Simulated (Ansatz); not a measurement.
## Breaking a bond in BCl2F (dichlorofluoroborane)

The species is BCl2F (4 atoms), meant as a singlet with charge 0. As SMILES, `FB(Cl)Cl`. The shape is that of a PBE0-D4/def2-TZVP optimisation.

```xyz
4

F     0.1144   -1.1653   -0.7812
B     0.0079   -0.0806   -0.0540
Cl   -1.5495    0.3738    0.5714
Cl    1.4273    0.8721    0.2638
```

The F1–B2 distance is scanned; the parts on either side stay rigid. Basis STO-3G, 12 core orbitals frozen in the correlated methods; program Ansatz 0.2.0. FCI is exact within this basis and core. Energies in eV from each method's value at 1.310 Å; methods without a U are spin-restricted. The shape above is that at 1.310 Å.

| distance (Å) | HF | SVWN5 | HSE06 | CCSD(T) | BCCD(T) | CCSDT(Q) | FCI |
| --- | --- | --- | --- | --- | --- | --- | --- |
| 1.310 | 0.00 | 0.00 | 0.00 | 0.00 | 0.00 | 0.00 | 0.00 |
| 1.638 | 2.11 | 1.78 | 1.81 | 1.72 | 1.72 | 1.68 | 1.69 |
| 1.965 | 5.23 | 4.51 | 4.56 | 4.05 | 4.06 | 4.00 | 4.00 |
| 2.620 | 10.25 | 8.39 | 8.49 | 6.07 | 6.07 | 6.09 | 6.09 |
| 3.276 | 12.71 | 9.98 | 10.18 | 6.27 | 6.28 | 6.37 | 6.37 |

Departure from the FCI curve at its largest: HF +6.35 eV at 3.28 Å; SVWN5 +3.61 eV at 3.28 Å; HSE06 +3.81 eV at 3.28 Å; CCSD(T) -0.10 eV at 3.28 Å; BCCD(T) -0.09 eV at 3.28 Å; CCSDT(Q) +0.01 eV at 2.62 Å. Restricted functionals keep the electrons paired too, and rise too high. Restricted Hartree–Fock keeps the electrons paired, so it rises far too high as the bond breaks.
